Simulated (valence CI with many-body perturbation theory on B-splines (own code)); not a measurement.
## Pb⁶⁷⁺: electric-dipole lines

Computed by valence CI with perturbative core correlation (CI+MBPT): five valence electrons over a frozen Dirac-Fock core [Ne], radial functions for each j: 11 s, 11 p, 10 d, 8 f, 5 g, 2 h, with the one-electron correlation potential Σ1, the two-electron term Σ2, the three-electron term Σ3, Breit, model QED; selected CI, second order for the rest, scaled by the run's own slope (own B-spline code, finite nucleus).

The last digits are not significant, and no measured levels were compared; by estimate large intervals hold to a few tenths of a per cent, small ones and those within an open d or f shell to about a per cent. Among the levels kept, up to 3300 cm⁻¹ of a level comes from second order outside the variational space, and about a tenth of that is noise between levels of different J, which matters for small intervals.

Lines 201 to 250 of 564 in falling wavelength, among levels below 15698 × 10³ cm⁻¹, chosen from the strongest by gf and those to the six lowest levels. Wavelengths and rates use the calculated energies. Electric multipoles are in the length gauge with retardation, E1 and E2 with the static RPA response of the core. Weak lines are less certain than strong ones. Lines between different terms over intervals too small for the method are left out, as are lines whose strength nearly cancels. The highest levels of a list are the least certain.

Levels are named by their leading jj configuration (3d3/2^4 stands for four electrons in 3d with j = 3/2), which in mixed levels can hold well under half, so a name can repeat and another be missing. Letters in brackets count levels of one name in rising energy.

```tsv
λ vac (nm)	Upper	Lower	A (s⁻¹)	S (a.u.) with core polarisation	S without
2.872	(3s^2 3p3/2 3d3/2 3d5/2) J=5/2 [c]	(3s^2 3p3/2^2 3d3/2) J=5/2	3.42e+11	2.40e-02	2.43e-02
2.870	(3s 3p1/2^2 3d5/2^2) J=9/2	(3s 3p1/2^2 3p3/2 3d5/2) J=9/2	2.29e+11	2.67e-02	2.70e-02
2.869	(3s 3p1/2^2 3d3/2 3d5/2) J=7/2 [b]	(3s 3p1/2^2 3p3/2 3d3/2) J=7/2	6.44e+10	6.00e-03	6.07e-03
2.862	(3s 3p1/2 3p3/2^2 3d5/2) J=5/2 [c]	(3s 3p1/2 3p3/2^3) J=3/2 [a]	5.43e+11	3.77e-02	3.82e-02
2.861	(3s^2 3p3/2 3d3/2 3d5/2) J=3/2 [c]	(3s^2 3p3/2^2 3d3/2) J=3/2 [a]	3.89e+11	1.80e-02	1.82e-02
2.857	(3s^2 3p3/2 3d3/2 3d5/2) J=9/2 [b]	(3s^2 3p3/2^2 3d3/2) J=7/2	1.12e+12	1.29e-01	1.31e-01
2.857	(3s^2 3p1/2 3d5/2^2) J=7/2	(3s^2 3p1/2 3p3/2 3d5/2) J=7/2 [a]	2.86e+11	2.64e-02	2.67e-02
2.849	(3s 3p1/2^2 3p3/2 3d5/2) J=7/2 [b]	(3s 3p1/2^2 3p3/2^2) J=5/2	2.55e+11	2.33e-02	2.35e-02
2.840	(3s^2 3p3/2 3d3/2 3d5/2) J=3/2 [b]	(3s^2 3p3/2^2 3d3/2) J=5/2	1.06e+11	4.80e-03	4.86e-03
2.835	(3s 3p1/2^2 3d3/2 3d5/2) J=5/2 [b]	(3s 3p1/2^2 3p3/2 3d3/2) J=5/2 [a]	1.41e+11	9.48e-03	9.59e-03
2.824	(3s^2 3p3/2 3d3/2 3d5/2) J=5/2 [d]	(3s^2 3p3/2^2 3d3/2) J=3/2 [a]	1.04e+11	6.93e-03	7.01e-03
2.805	(3s 3p1/2 3p3/2^2 3d5/2) J=3/2 [d]	(3s 3p1/2 3p3/2^3) J=5/2	1.64e+11	7.15e-03	7.24e-03
2.776	(3s^2 3p1/2 3p3/2 3d5/2) J=1/2	(3s^2 3p1/2 3p3/2^2) J=3/2	8.76e+10	1.85e-03	1.87e-03
2.767	(3s^2 3p3/2 3d3/2 3d5/2) J=5/2 [d]	(3s^2 3p3/2^2 3d3/2) J=7/2	8.16e+10	5.12e-03	5.18e-03
2.745	(3s 3p1/2 3p3/2^2 3d5/2) J=5/2 [e]	(3s 3p1/2 3p3/2^3) J=3/2 [a]	7.50e+10	4.59e-03	4.64e-03
1.988	(3s 3p1/2^2 3p3/2 3d3/2) J=5/2 [a]	(3s^2 3p1/2^2 3d5/2) J=5/2	4.37e+08	1.02e-05	1.03e-05
1.948	(3s 3p1/2^2 3p3/2 3d3/2) J=7/2	(3s^2 3p1/2^2 3d5/2) J=5/2	2.65e+10	7.73e-04	7.84e-04
1.889	(3s 3p1/2^2 3p3/2 3d3/2) J=3/2 [b]	(3s^2 3p1/2^2 3d5/2) J=5/2	5.64e+09	7.50e-05	7.60e-05
1.859	(3s 3p1/2^2 3p3/2 3d3/2) J=5/2 [b]	(3s^2 3p1/2^2 3d5/2) J=5/2	8.48e+09	1.61e-04	1.63e-04
1.775	(3s^2 3p1/2 3d3/2^2) J=5/2	(3s^2 3p1/2^2 3d5/2) J=5/2	1.03e+09	1.70e-05	1.73e-05
1.713	(3s 3p1/2 3p3/2^2 3d5/2) J=7/2 [a]	(3s^2 3p1/2 3p3/2 3d5/2) J=5/2 [b]	4.16e+11	8.26e-03	8.37e-03
1.666	(3s 3p1/2 3p3/2^2 3d5/2) J=7/2 [a]	(3s^2 3p1/2 3p3/2 3d5/2) J=5/2 [a]	1.58e+11	2.88e-03	2.92e-03
1.664	(3s 3p1/2 3p3/2^2 3d5/2) J=9/2 [b]	(3s^2 3p1/2 3p3/2 3d5/2) J=7/2 [b]	5.26e+11	1.20e-02	1.21e-02
1.651	(3s^2 3p1/2 3d3/2^2) J=3/2	(3s^2 3p1/2^2 3d5/2) J=5/2	1.54e+10	1.37e-04	1.39e-04
1.651	(3s 3p1/2 3p3/2^2 3d3/2) J=5/2 [b]	(3s^2 3p1/2 3p3/2 3d3/2) J=3/2 [b]	5.65e+11	7.52e-03	7.62e-03
1.644	(3s 3p1/2 3p3/2^3) J=3/2 [a]	(3s^2 3p1/2 3p3/2^2) J=1/2	6.29e+10	5.52e-04	5.59e-04
1.636	(3s 3p1/2 3p3/2^2 3d5/2) J=1/2 [b]	(3s^2 3p1/2 3p3/2 3d5/2) J=3/2 [b]	7.88e+11	3.40e-03	3.45e-03
1.634	(3s 3p1/2 3p3/2^2 3d5/2) J=9/2 [a]	(3s^2 3p1/2 3p3/2 3d5/2) J=7/2 [a]	1.10e+12	2.37e-02	2.40e-02
1.633	(3s 3p1/2 3p3/2^2 3d3/2) J=1/2 [a]	(3s^2 3p1/2 3p3/2 3d3/2) J=1/2 [a]	1.36e+12	5.82e-03	5.90e-03
1.630	(3s^2 3p3/2^3) J=3/2	(3s^2 3p1/2^2 3d5/2) J=5/2	8.01e+08	6.84e-06	6.93e-06
1.629	(3s 3p1/2 3p3/2^2 3d3/2) J=5/2 [a]	(3s^2 3p1/2 3p3/2 3d3/2) J=3/2 [a]	6.04e+11	7.73e-03	7.83e-03
1.627	(3s 3p1/2 3p3/2 3d3/2^2) J=7/2 [a]	(3s^2 3p1/2 3d3/2^2) J=5/2	3.36e+11	5.72e-03	5.79e-03
1.624	(3s 3p1/2 3p3/2^2 3d5/2) J=7/2 [a]	(3s^2 3p1/2 3p3/2 3d5/2) J=7/2 [a]	8.55e+11	1.45e-02	1.46e-02
1.623	(3s 3p1/2 3p3/2^2 3d3/2) J=3/2 [c]	(3s^2 3p1/2 3p3/2 3d3/2) J=1/2 [b]	7.05e+11	5.95e-03	6.03e-03
1.620	(3s 3p1/2 3p3/2^2 3d3/2) J=7/2 [b]	(3s^2 3p1/2 3p3/2 3d3/2) J=5/2 [b]	5.57e+11	9.36e-03	9.48e-03
1.619	(3s 3p1/2 3p3/2^2 3d3/2) J=5/2 [a]	(3s^2 3p1/2 3p3/2 3d3/2) J=5/2 [a]	3.81e+11	4.78e-03	4.84e-03
1.614	(3s 3p1/2 3p3/2^2 3d3/2) J=5/2 [c]	(3s^2 3p1/2 3p3/2 3d3/2) J=3/2 [b]	2.49e+11	3.10e-03	3.14e-03
1.613	(3s 3p1/2 3p3/2 3d3/2^2) J=3/2 [a]	(3s 3p1/2^2 3p3/2 3d3/2) J=3/2 [b]	4.70e+11	3.89e-03	3.94e-03
1.609	(3s 3p1/2^2 3p3/2 3d3/2) J=5/2 [a]	(3s^2 3p1/2^2 3d3/2) J=3/2	1.12e+10	1.38e-04	1.40e-04
1.607	(3s 3p1/2 3p3/2^2 3d5/2) J=11/2	(3s^2 3p1/2 3p3/2 3d5/2) J=9/2	8.99e+11	2.21e-02	2.24e-02
1.607	(3s 3p1/2 3p3/2^3) J=3/2 [a]	(3s^2 3p1/2 3p3/2^2) J=5/2	8.91e+10	7.29e-04	7.39e-04
1.605	(3s 3p1/2^2 3p3/2 3d3/2) J=3/2 [a]	(3s^2 3p1/2^2 3d3/2) J=3/2	1.19e+11	9.70e-04	9.82e-04
1.604	(3s 3p1/2 3p3/2^2 3d5/2) J=7/2 [b]	(3s^2 3p1/2 3p3/2 3d5/2) J=5/2 [b]	3.26e+11	5.32e-03	5.39e-03
1.604	(3s 3p1/2 3p3/2^2 3d5/2) J=9/2 [b]	(3s^2 3p1/2 3p3/2 3d5/2) J=9/2	6.46e+11	1.31e-02	1.33e-02
1.603	(3s 3p1/2 3p3/2^2 3d3/2) J=3/2 [a]	(3s 3p1/2^2 3p3/2^2) J=3/2	7.66e+11	6.22e-03	6.30e-03
1.601	(3s 3p1/2^2 3p3/2 3d5/2) J=5/2 [a]	(3s^2 3p1/2^2 3d5/2) J=5/2	4.67e+11	5.67e-03	5.74e-03
1.601	(3s 3p1/2 3p3/2^2 3d5/2) J=1/2 [a]	(3s^2 3p1/2 3p3/2 3d5/2) J=3/2 [a]	1.21e+12	4.91e-03	4.97e-03
1.600	(3s 3p1/2^2 3p3/2^2) J=5/2	(3s^2 3p1/2^2 3p3/2) J=3/2	7.59e+11	9.21e-03	9.33e-03
1.598	(3s 3p1/2^2 3p3/2 3d3/2) J=1/2 [a]	(3s^2 3p1/2^2 3d3/2) J=3/2	1.21e+10	4.88e-05	4.95e-05
1.591	(3s 3p1/2 3p3/2^2 3d3/2) J=7/2 [a]	(3s^2 3p1/2 3p3/2 3d3/2) J=5/2 [a]	1.46e+12	2.32e-02	2.35e-02
```
